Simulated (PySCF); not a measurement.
**Continuum solvent and chemical shifts**

Structure with atom numbers: `[CH3:1][S:2][Si:3]1([CH3:4])[CH2:5][CH:6]=[CH:7][CH2:8]1`. Each H is labelled by its parent atom.

GIAO PBE0/pcSseg-1 in PySCF 2.14.0 with density-fitted response routines on one PBE0-D3(BJ)/def2-SVP conformer, non-relativistic, equivalent nuclei averaged. Solvents enter as an IEF-PCM continuum (dichloromethane with ε = 8.9, dimethylsulfoxide with ε = 46.8) around the gas-phase geometry. Shifts are referred to TMS, CS2 computed in the same medium.

In dichloromethane, δ in ppm: C6/C7 141.9, C5/C8 21.2, C1 12.6, C4 -1.7, S2 -184.0, Si3 41.7, H(C6)/H(C7) 6.14, H(C1) 1.81, Hb(C5)/Ha(C8) 1.64, Ha(C5)/Hb(C8) 1.54, H(C4) 0.49. Dipole moment 1.89 D.

Question: How does each δ change in the more polar medium?

Answer: 
| atoms | environment | Δδ, dimethylsulfoxide |
| --- | --- | --- |
| C6/C7 | alkene CH | +0.2 |
| C5/C8 | allylic sp3 CH2 bonded to Si | +0.1 |
| C1 | methyl carbon bonded to S | 0.0 |
| C4 | methyl carbon bonded to Si | +0.1 |
| S2 | sulfur bonded to C, Si | -2.0 |
| Si3 | silicon bonded to 3 C, S, in a 5-membered ring | +0.2 |
| H(C6)/H(C7) | hydrogen on an alkene CH | +0.02 |
| H(C1) | hydrogen on a methyl carbon bonded to S | +0.02 |
| Hb(C5)/Ha(C8) | hydrogen on an allylic sp3 CH2 bonded to Si | +0.02 |
| Ha(C5)/Hb(C8) | hydrogen on an allylic sp3 CH2 bonded to Si | +0.01 |
| H(C4) | hydrogen on a methyl carbon bonded to Si | +0.01 |

Changes are relative to dichloromethane. The dipole moment becomes 1.98 D in dimethylsulfoxide.

Question: Which nuclei move most (in ppm), and what does the model miss?

Answer: S2 (sulfur bonded to C, Si, -2.0 ppm) in dimethylsulfoxide. A continuum only polarises the solute; specific hydrogen bonds, the anisotropy of aromatic solvents and changes of geometry or conformer are outside it.
